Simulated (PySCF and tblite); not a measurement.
Results of a calculation; reference values are marked as such.
**Dynamics report: pyramidal inversion**

System: C₆H₁₃N, numbered as in [CH3:1][C@@H:2]1[CH2:3][CH2:4][N:5]([CH3:6])[CH2:7]1.

Motion: pyramidal inversion at N5. Level: PBE0/pcSseg-1 + D3(BJ) on GFN2-xTB stationary points, with GFN2-xTB thermal terms. Rates follow Eyring's equation with the number of equivalent paths and no tunnelling. (PySCF 2.14 with density fitting, tblite 0.8.)

```json
{"point": "start", "symmetry": "C1", "E(GFN2) kcal/mol": "0.0", "E(DFT) kcal/mol": "0.0", "ZPE change kcal/mol": "0.00", "lowest mode cm⁻¹": "17", "dipole D": "0.58"}
{"point": "saddle", "symmetry": "C1", "E(GFN2) kcal/mol": "5.4", "E(DFT) kcal/mol": "4.2", "ZPE change kcal/mol": "-1.18", "lowest mode cm⁻¹": "295i", "dipole D": "0.22"}
{"point": "end", "symmetry": "C1", "E(GFN2) kcal/mol": "0.1", "E(DFT) kcal/mol": "0.1", "ZPE change kcal/mol": "-0.03", "lowest mode cm⁻¹": "22", "dipole D": "0.48"}
```

```json
{
  "Electronic barrier": "4.2 kcal/mol",
  "Barrier with zero-point energy": "3.0 kcal/mol",
  "ΔH‡ (298 K)": "3.0 kcal/mol",
  "ΔS‡ (298 K, symmetry apart)": "0.0 cal/(mol K)",
  "Paths": "1 equivalent path",
  "End point": "a different minimum",
  "Mean lifetime of the start against this motion at 298 K": "25 ps",
  "Cost": "69 s on 1 thread of Intel Xeon 6975P-C (shared host) (rough), peak memory 0.86 GiB, launched as `OMP_NUM_THREADS=1 python ens_run.py task.json out`"
}
```

| T/K | ΔG‡ kcal/mol | k s⁻¹ | ΔG kcal/mol | k back s⁻¹ |
| --- | --- | --- | --- | --- |
| 150 | 3.0 | 1.4×10⁸ | 0.1 | 1.7×10⁸ |
| 200 | 3.0 | 2.3×10⁹ | 0.1 | 2.7×10⁹ |
| 250 | 3.0 | 1.3×10¹⁰ | 0.1 | 1.4×10¹⁰ |
| 298 | 3.0 | 3.9×10¹⁰ | 0.1 | 4.4×10¹⁰ |
| 350 | 3.0 | 9.3×10¹⁰ | 0.1 | 1×10¹¹ |
| 400 | 3.1 | 1.7×10¹¹ | 0.1 | 1.9×10¹¹ |
| 500 | 3.2 | 4.1×10¹¹ | 0.1 | 4.4×10¹¹ |

ΔG and ΔG‡ leave out symmetry numbers and mirror images; rates count paths: 1 out, 1 back.
